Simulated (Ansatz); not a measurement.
Isolated molecules relaxed with PBE0-D4/def2-TZVP in Ansatz; ΔE leaves out vibrations. CCSD(T)/CBS adds triple-zeta CCSD(T) − MP2 to the extrapolated MP2 energy (def2 sets, frozen cores). DFT in def2-TZVPP. B3LYP here is the variant with VWN-RPA as its local correlation; programs differ in this. HSE06 is defined as in plane-wave codes. For Ge outer-core shells are correlated without core-valence functions, which leaves a few kJ/mol of doubt a bond. Scalar relativity is left out up to krypton.

Reaction (germylene formation by 1,1-elimination): `[SiH3][Ge]([SiH3])([Cl])[Cl]` → `[Cl][Ge][Cl]` + disilane

| level | ΔE (kcal/mol) | difference from CCSD(T)/CBS |
| --- | --- | --- |
| LDA (SPW92) | 24.4 | 3.1 |
| PBE-D4 | 18.7 | -2.6 |
| revPBE-D4 | 17.3 | -4.0 |
| BLYP-D4 | 13.0 | -8.3 |
| r2SCAN-D4 | 22.2 | 0.9 |
| B97M-V | 19.9 | -1.4 |
| PBE0-D4 | 22.8 | 1.5 |
| r2SCANh-D4 | 23.1 | 1.8 |
| r2SCAN0-D4 | 24.4 | 3.1 |
| HSE06-D4 | 22.8 | 1.5 |
| BHLYP-D4 | 21.7 | 0.4 |
| CAM-B3LYP-D4 | 19.3 | -2.0 |
| ωB97M-V | 19.5 | -1.8 |
| PBE-QIDH | 25.8 | 4.5 |
| PBE | 15.6 | -5.7 |
| revPBE | 11.8 | -9.5 |
| BLYP | 6.9 | -14.4 |
| r2SCAN | 21.3 | 0.0 |
| PBE0 | 19.9 | -1.4 |
| B3LYP | 11.9 | -9.4 |
| r2SCAN0 | 23.2 | 1.9 |
| HSE06 | 20.0 | -1.3 |
| BHLYP | 16.7 | -4.6 |
| CAM-B3LYP | 16.0 | -5.3 |
| LC-ωPBE | 23.9 | 2.6 |
| RPA@PBE/def2-TZVPP | 20.3 | -1.0 |
| HF/def2-SVP | 17.0 | -4.3 |
| MP2/def2-SVP | 23.7 | 2.4 |
| CCSD/def2-SVP | 19.5 | -1.8 |
| HF/def2-TZVPP | 16.8 | -4.5 |
| MP2/def2-TZVPP | 26.7 | 5.4 |
| SCS-MP2/def2-TZVPP | 23.5 | 2.2 |
| CCSD/def2-TZVPP | 23.0 | 1.7 |
| CCSD(T)/def2-TZVPP | 23.5 | 2.2 |
| HF/def2-QZVPP | 16.2 | -5.1 |
| MP2/def2-QZVPP | 25.2 | 3.9 |
| SCS-MP2/def2-QZVPP | 22.2 | 0.9 |
| HF/CBS(def2) | 16.1 | -5.2 |
| MP2/CBS(def2) | 24.5 | 3.2 |
| CCSD/CBS(def2) | 20.7 | -0.6 |
| CCSD(T)/CBS | 21.3 | 0 |

What do rigid-rotor, harmonic-oscillator terms from PBE0-D4/def2-TZVP frequencies (298.15 K, 1 bar) make of the CCSD(T)/CBS value? (Best estimate.)

Ansatz gave: ΔZPE = -1.2 kcal/mol, ΔH = +19.9 kcal/mol, ΔS = 140 J/(mol·K), ΔG = +9.9 kcal/mol.

Largest T1 diagnostic among the species: 0.013.

At CCSD(T), def2-SVP lies −1.6 kcal/mol from the extrapolated value and def2-TZVPP +2.2 kcal/mol. From r2SCAN to r2SCAN0 (25 % exact exchange), in def2-TZVPP and without D4, ΔE moves by +1.9 kcal/mol.

CCSD(T)/CBS has its own doubt, a few kJ/mol and more with outer-core shells, so smaller differences from it don't rank the levels.
